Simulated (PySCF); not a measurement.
# Ionisation energy of Te by level of theory

Te [Kr] 4d10 5s2 5p4 (3P) → Te⁺ [Kr] 4d10 5s2 5p3 (4S), as a difference of total energies. All numbers are calculated (PySCF 2.14, scalar relativity by spin-free X2C-1e, in x2c-TZVPPall with one added diffuse shell each of s, p, d, f type (9s7p5d3f, 76 functions)). Correlated levels: valence: [Kr] 4d10 frozen. The calculations carry no spin-orbit coupling.

```tsv
method	ionisation energy (eV)
UHF	7.761
MP2 (valence)	8.367
SCS-MP2 (valence)	8.419
CCSD (valence)	8.490
CCSD(T) (valence)	8.519
```

Q: How much does correlation contribute at CCSD(T) (valence)?

A: 8.519 − (7.761) = 0.758 eV, measured against UHF.

Errors of the correlated levels include the incompleteness of this basis and the frozen core.

For comparison: 8.749 eV (measured; NIST levels, between the centres of gravity of the two terms).
